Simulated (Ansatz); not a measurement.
`CC(=O)[SeH]` and `CC(=O)Br` differ in one atom or group.

Ansatz, PBE0-D4/def2-TZVP geometries, multiplicity 1. Each molecule was computed in one conformer, which needn't be the lowest.

Scalar relativity is left out up to krypton. Spin–orbit coupling is left out; it splits and shifts lone-pair levels of the heavy atoms by tenths of an eV.

```
                                                                                  property  `CC(=O)[SeH]`
                                            zero-point energy (PBE0-D4/def2-TZVP) / kJ/mol          143.2
                                                        LUMO energy (PBE0/def2-TZVPP) / eV          -0.75
ideal-gas entropy at 298 K and 1 bar (rigid rotor, harmonic PBE0-D4/def2-TZVP) / J/(mol·K)            315
                                                      HOMO–LUMO gap (PBE0/def2-TZVPP) / eV           6.60
                                                     HOMO energy (ωB97M-V/def2-TZVPP) / eV          -9.50
                                                       HOMO–LUMO gap (PBE/def2-TZVPP) / eV           4.36
```

Give the same properties after the change, and the shifts. (Estimate.)

The calculation gave: 
```tsv
property	`CC(=O)Br`	shift
zero-point energy (PBE0-D4/def2-TZVP) / kJ/mol	123.1	-20.1
LUMO energy (PBE0/def2-TZVPP) / eV	-1.14	-0.39
ideal-gas entropy at 298 K and 1 bar (rigid rotor, harmonic PBE0-D4/def2-TZVP) / J/(mol·K)	306	-9
HOMO–LUMO gap (PBE0/def2-TZVPP) / eV	7.12	0.52
HOMO energy (ωB97M-V/def2-TZVPP) / eV	-10.50	-1.00
HOMO–LUMO gap (PBE/def2-TZVPP) / eV	4.60	0.24
```

With PBE0 the HOMO falls by 0.92 eV and the LUMO falls by 0.39 eV, so the gap widens by about 0.53 eV. PBE moves the HOMO by -0.66 eV and ωB97M-V by -1.00 eV. The zero-point energy changes by -20.1 kJ/mol with -3 modes.
